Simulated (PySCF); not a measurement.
C₆ coefficients of unlike pairs at UHF

Calculated with PySCF 2.14 from the dipole response of each species, C₆(A,B) = (3/π) ∫ α_A(iu) α_B(iu) du, in atomic units, from isotropic polarisabilities. For ions this is the dispersion term alone; charge-induced terms of lower order in 1/R come first.

```json
{"species": "Cl²⁺", "configuration": "[Ne] 3s2 3p3 (4S)", "basis": "aug-cc-pVQZ-DK (7s6p4d3f2g)", "relativity": "spin-free X2C", "α (bohr³)": "5.922", "C₆ (like pair)": "21.09"}
{"species": "Sb²⁺", "configuration": "[Kr] 4d10 5s2 5p1 (2P)", "basis": "aug-cc-pVQZ-PP with one added diffuse shell each of s, p, d, f, g type with ECP28MDF (8s8p6d4f3g)", "relativity": "core potential", "α (bohr³)": "16.93", "C₆ (like pair)": "105.1"}
{"species": "Ta³⁺", "configuration": "[Xe] 4f14 5d2 (3F)", "basis": "def2-QZVPPD with the def2 core potential (60 electrons) (7s6p4d3f2g)", "relativity": "core potential", "α (bohr³)": "6.931", "C₆ (like pair)": "31.73"}
{"species": "Be", "configuration": "[He] 2s2 (1S)", "basis": "dyall-acv3z (15s9p4d2f)", "relativity": "none", "α (bohr³)": "45.62", "C₆ (like pair)": "282.6"}
```

Problem. Estimate C₆ for Be with Ta³⁺.

Solution. The integral gives 70.49. The combination rule 2 C_A C_B / (C_A α_B/α_A + C_B α_A/α_B) gives 71.22 and the geometric mean 94.69.

No spin-orbit coupling is included.

The other pairs:

```json
{"pair": "Ta³⁺, Sb²⁺", "C₆": "55.41"}
{"pair": "Be, Sb²⁺", "C₆": "152.4"}
{"pair": "Be, Cl²⁺", "C₆": "60.29"}
{"pair": "Ta³⁺, Cl²⁺", "C₆": "25.66"}
{"pair": "Sb²⁺, Cl²⁺", "C₆": "46.08"}
```
